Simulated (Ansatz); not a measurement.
Zn₈H₂₆S₈. Charge 0, multiplicity 3. Geometry PBE-D4/def2-SVP, loosely relaxed, that of the neutral singlet; atoms count from 1.

Cartesian coordinates in Å:
```
S 2.3904 -2.1779 -2.1083
Zn 1.5887 -2.1432 -4.3696
S -0.7354 -2.8526 -4.2572
S 3.0257 -0.7354 1.1452
Zn 0.3992 -2.8860 -0.9398
S -0.6465 -0.7804 -1.4425
Zn -1.9016 1.4249 -2.4357
S 1.1737 2.0849 0.2552
Zn 0.9977 -1.9760 1.6523
S -0.7971 -0.4565 2.0512
Zn -2.5460 -0.4934 0.1398
S -2.4833 1.9206 -0.0665
Zn -0.1457 3.2989 -1.3774
Zn 0.2492 -1.3348 4.1204
S -0.8837 2.2035 4.0123
Zn -2.2272 3.8692 2.0013
H 3.1677 -3.2955 -2.1924
H 3.0588 -1.1225 -0.1867
H 1.1729 0.0285 -4.4589
H 2.4524 -2.1397 -5.6669
H -0.5046 -4.0253 -4.9181
H -0.5802 -3.4836 -2.8972
H 2.1271 0.1253 3.9581
H 2.3877 0.5018 0.8425
H -0.4374 -4.0170 -1.7586
H 0.1895 0.0796 -0.7766
H -3.0013 1.0035 -3.4557
H 0.7872 2.9200 1.2849
H 0.7427 -0.0698 -3.8164
H 1.2870 -2.4311 3.2989
H 0.7677 -3.2898 0.6736
H -0.0140 0.5893 1.5552
H -3.6796 -1.5477 0.3087
H -1.1463 1.8745 0.2938
H -0.3624 2.1069 -2.5798
H -0.3415 4.8407 -1.4142
H 1.5519 0.6390 4.0610
H -0.2783 -1.1504 5.5646
H -0.8345 3.2850 4.8456
H -1.5562 1.4478 4.9309
H -3.7097 4.0307 2.4807
H -0.7044 4.1342 1.6424
```

Single mean-field runs in def2-SVP are fitted with def2-universal-jkfit. The geometry of the charge 0 triplet is only loosely relaxed. In the triplet geometry the species has come apart into loosely held pieces. At PBE0-D4/def2-SVP a singlet of charge 0 lies 5.38 eV below the triplet at the same geometry.

**Question.** Estimate the Mulliken populations of the heavy atoms from the PBE0/def2-SVP orbitals of Ansatz.

**Answer.** 
```
atom  charge (e)  spin (α − β)  d electrons
  S1       -0.41          0.00            –
 Zn2        0.41          0.00         9.95
  S3       -0.19          0.00            –
  S4       -0.18          0.02            –
 Zn5        0.35          0.08         9.93
  S6       -0.42          0.03            –
 Zn7        0.31          0.10         9.93
  S8       -0.23          0.47            –
 Zn9        0.30          0.12         9.93
 S10       -0.42          0.11            –
Zn11        0.45          0.05         9.94
 S12       -0.37          0.07            –
Zn13        0.31          0.17         9.92
Zn14        0.34          0.10         9.93
 S15       -0.15          0.01            –
Zn16        0.40          0.05         9.93
```
Mulliken values depend strongly on the basis.

**Question.** Where does the spin sit?

**Answer.** Summed by element: S 0.72, Zn 0.67, H 0.61, of 2 unpaired in all. Largest on single atoms: S8 0.47, H36 0.20, Zn13 0.17.

**Question.** And the Mayer bond orders between heavy atoms (over 0.3)?

**Answer.** S1–Zn2 0.54 (2.40 Å); S1–Zn5 0.48 (2.41 Å); Zn2–S3 0.53 (2.43 Å); S4–Zn9 0.50 (2.43 Å); Zn5–S6 0.46 (2.40 Å); S6–Zn11 0.40 (2.49 Å); Zn7–S12 0.39 (2.49 Å); S8–Zn13 0.52 (2.42 Å); Zn9–S10 0.54 (2.39 Å); S10–Zn14 0.38 (2.48 Å); Zn11–S12 0.47 (2.42 Å).
